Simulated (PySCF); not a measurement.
PySCF input file for Sn(H)3(OSiH3) (H₆OSiSn), SMILES [SiH3][O][SnH3], C-PCM-ωB97X/def2-SVP. Geometry: PBE0-D3(BJ)/def2-SVP. The def2 effective core potentials stand for the cores of Sn; spin–orbit coupling is left out.

```python
import numpy as np
from pyscf import gto, scf, dft
from pyscf.solvent import pcm

mol = gto.M(
    atom='''
    Sn    0.03274460    0.93226327    0.00000000
    O    -0.58524422   -0.95586503   -0.00000000
    Si    0.11060392   -2.45020426    0.00000000
    H    -1.41454233    1.83444995    0.00000000
    H     0.96095003    1.15267995   -1.42149379
    H     0.96095003    1.15267995    1.42149379
    H     0.97552918   -2.65730933    1.20814910
    H    -0.96214722   -3.48857474   -0.00000001
    H     0.97552920   -2.65730933   -1.20814910
    ''',
    basis='def2-SVP',
    ecp={'Sn': 'def2-svp'},
    charge=0,
    spin=0,
    max_memory=1600,
    verbose=3,
)
mf = dft.RKS(mol, xc='wb97x').density_fit(auxbasis='def2-universal-jkfit')
mf.grids.level = 3
mf.conv_tol = 1e-9
mf.max_cycle = 100
mf.kernel()
res = {}
for name, eps in {'water': 78.355, 'dichloromethane': 8.93, 'benzene': 2.2706}.items():
    s = mf.PCM()
    s.with_solvent.method, s.with_solvent.eps, s.with_solvent.lebedev_order = 'C-PCM', eps, 29
    s.kernel(mf.make_rdm1())
    res[name] = (s.e_tot, eps, s.dip_moment(), s.mo_energy, s.converged)
    print(f'{name}: electrostatic solvation free energy {(s.e_tot - mf.e_tot) * 627.509474:.3f} kcal/mol')
```

Program output:

```
converged SCF energy = -582.496686256169

WARN: PCM is an experimental feature. It is still in testing.
Features and APIs may be changed in the future.

converged SCF energy = -582.500259717965
Dipole moment(X, Y, Z, Debye):  1.02071,  2.48351,  0.00000
water: electrostatic solvation free energy -2.242 kcal/mol

WARN: PCM is an experimental feature. It is still in testing.
Features and APIs may be changed in the future.

converged SCF energy = -582.499860145027
Dipole moment(X, Y, Z, Debye):  0.98568,  2.43408,  0.00000
dichloromethane: electrostatic solvation free energy -1.992 kcal/mol

WARN: PCM is an experimental feature. It is still in testing.
Features and APIs may be changed in the future.

converged SCF energy = -582.498608524007
Dipole moment(X, Y, Z, Debye):  0.88419,  2.28313,  0.00000
benzene: electrostatic solvation free energy -1.206 kcal/mol
```

The run converged.

Cost: about 28 core-seconds (a rough figure).
